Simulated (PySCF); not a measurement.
Some computed properties have been withheld. Give your best values.

Species: methylboronic acid, CH₅BO₂.
SMILES: `CB(O)O`

Conformer (atom-mapped SMILES and torsion angles): `[CH3:1][B:2]([OH:3])[OH:4]`: H–O3–B2–C1 -2°, H–O4–B2–C1 2°.

| property | level | value |
| --- | --- | --- |
| point group | PBE0-D3(BJ)/def2-SVP | ? |
| rotational constants A, B, C | PBE0-D3(BJ)/def2-SVP | 9.570, 8.277, 4.564 GHz |
| dipole moment | CAM-B3LYP/def2-SVPD | 2.84 D |
| HOMO energy | CAM-B3LYP/def2-SVPD | -10.54 eV |
| LUMO energy | CAM-B3LYP/def2-SVPD | ? |
| lowest singlet excitation | TDDFT CAM-B3LYP/def2-SVPD | 7.92 eV (157 nm, f = 0.049) |
| strongest line among the 10 lowest singlet transitions | TDDFT CAM-B3LYP/def2-SVPD | S7 at 9.61 eV (129 nm, f = 0.142) |
| lowest triplet excitation (Tamm–Dancoff) | TDA CAM-B3LYP/def2-SVPD | 7.70 eV |
| static isotropic polarisability | CAM-B3LYP/def2-SVPD | 35.9 au |
| vertical ionisation energy | ΔSCF CAM-B3LYP/def2-SVPD | 11.65 eV |
| electronic spatial extent ⟨r²⟩ about the centre of nuclear charge | CAM-B3LYP/def2-SVPD | 294 bohr² |
| 13C chemical shifts (computed TMS as zero) by class | GIAO PBE0/pcSseg-1 | ? |
| 1H chemical shifts (computed TMS as zero) by class | GIAO PBE0/pcSseg-1 | 3.44 (2 H), 0.11 (3 H) ppm |
| isotropic shieldings of nuclei other than C and H, by class | GIAO PBE0/pcSseg-1 | ? |
| largest of the computed one-bond spin–spin couplings (means over like bonds) | B3LYP/pcJ-1 | 13C–1H +123.8 (×3), 17O–1H -83.4 (×2), 13C–11B +66.0, 17O–11B -14.8 (×2) Hz |
| core binding energies | ΔSCF SCAN, pcX-2 on the ionised atom, pcseg-1 elsewhere, spin-free X2C | B1s 197.4, C1s 290.6, O1s 539.0 (×2) eV |

Electronic properties: PySCF, gas phase, density fitting. Isolated species at its PBE0-D3(BJ)/def2-SVP geometry (one conformer only). NMR classes are plain means over equivalent atoms (diastereotopic ones count apart unless rotation or inversion swaps them), as if these changed places fast; in this geometry the members of some classes differ.

Question: What is the point group?

Answer: Cs.

Question: Give the LUMO energy.

Answer: 0.47 eV.

Question: The isotropic shieldings of nuclei other than C and H, by class?

Answer: 69 (1 B), 196 (2 O) ppm.

Question: Give the 13C chemical shifts (computed TMS as zero) by class.

Answer: 0.2 (1 C) ppm.

The principal polarisabilities are 30.1, 38.0 and 39.6 au; their mean is the isotropic value. With B = h/(8π²I), that is 505.379 GHz u Å² over I, the principal moments of inertia are 52.8, 61.1 and 110.7 u Å² (most abundant isotopes); the inertial defect Ic − Ia − Ib is -3.2 u Å² (zero for a rigid planar frame, negative otherwise). In atomic units the dipole is 1.12 e·bohr (1 au = 2.5417 D). The vertical singlet–triplet gap S1 − T1 is 0.22 eV (TDDFT singlet less Tamm–Dancoff triplet; S1: HOMO→LUMO, weight 0.95; T1: HOMO→LUMO, weight 0.92).
